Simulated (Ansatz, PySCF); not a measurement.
Breaking the Si3–H4 bond in H4MgSi (SMILES [MgH][SiH3]) (multiplicity 1 held, fragments rigid). Energies count from the point at 1.491 Å.
Geometry at that point (charge 0, multiplicity 1):
```xyz
6

Mg    -1.2739    -0.6992    -0.1785
H     -2.7546    -1.5120    -0.3860
Si     0.9718     0.5334     0.1362
H      1.6131     0.2497     1.4524
H      0.8377     2.0169     0.0636
H      1.9863     0.1688    -0.8943
```

Restricted levels (R-, RO-) in cc, def2 and unpolarised 6-31G sets keep to the state of the molecule at rest.

Rows in 3-21G carry no dispersion term and start afresh at each structure.

The values were computed with Ansatz (Gaussian basis) for Hartree–Fock, density functionals and correlated methods; PySCF for 3-21G rows. Values without a source in brackets are computed.

Task: Estimate the energy at R = 4.772 Å that R-HF/3-21G returns for this input.

Result: 683 kJ/mol

Task: Predict the energy at R = 4.772 Å from R-r2SCAN/def2-TZVPP.

Result: 491 kJ/mol

Task: Estimate the energy at R = 4.772 Å that R-wB97X-V/def2-TZVPP returns for this input.

Result: 614 kJ/mol

Doubts at one or more of the structures used: a restricted determinant that unrestricted orbitals would lower (R-HF/3-21G, R-r2SCAN/def2-TZVPP, R-wB97X-V/def2-TZVPP).

Ansatz is a first-principles code.
